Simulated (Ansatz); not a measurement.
One change: `CS[Si](O)(O)F` becomes `O[Si](O)(F)[SiH3]`.

Ansatz, PBE0-D4/def2-TZVP geometries, multiplicity 1. Each molecule was computed in one conformer, which needn't be the lowest.

```csv
property,`CS[Si](O)(O)F`
zero-point energy (PBE0-D4/def2-TZVP) / kJ/mol,188.0
LUMO energy (PBE/def2-TZVPP) / eV,-0.61
HOMO energy (PBE/def2-TZVPP) / eV,-5.94
"ideal-gas entropy at 298 K and 1 bar (rigid rotor, harmonic PBE0-D4/def2-TZVP) / J/(mol·K)",388
HOMO–LUMO gap (PBE0/def2-TZVPP) / eV,7.54
size of the dipole moment (B3LYP/def2-TZVPP) / D,1.01
```

**Question.** What does the change do to each property? (Estimate.)

**Answer.** Ansatz gave: 
```tsv
property	`O[Si](O)(F)[SiH3]`	shift
zero-point energy (PBE0-D4/def2-TZVP) / kJ/mol	148.9	-39.1
LUMO energy (PBE/def2-TZVPP) / eV	-0.71	-0.10
HOMO energy (PBE/def2-TZVPP) / eV	-7.16	-1.22
ideal-gas entropy at 298 K and 1 bar (rigid rotor, harmonic PBE0-D4/def2-TZVP) / J/(mol·K)	368	-20
HOMO–LUMO gap (PBE0/def2-TZVPP) / eV	8.59	1.05
size of the dipole moment (B3LYP/def2-TZVPP) / D	1.39	0.38
```

With PBE0 the HOMO falls by 1.25 eV and the LUMO falls by 0.20 eV, so the gap widens by about 1.05 eV. PBE moves the HOMO by -1.22 eV and ωB97M-V by -1.13 eV. The zero-point energy changes by -39.1 kJ/mol with -3 modes. Dipoles are sizes alone; their direction can turn. Modes under 60 cm⁻¹, often nearly free rotors, make the harmonic entropy too high.

Positive LUMOs are unbound, so they and the gaps depend on the basis.

B3LYP here is the variant with VWN-RPA as its local correlation; programs differ in this.
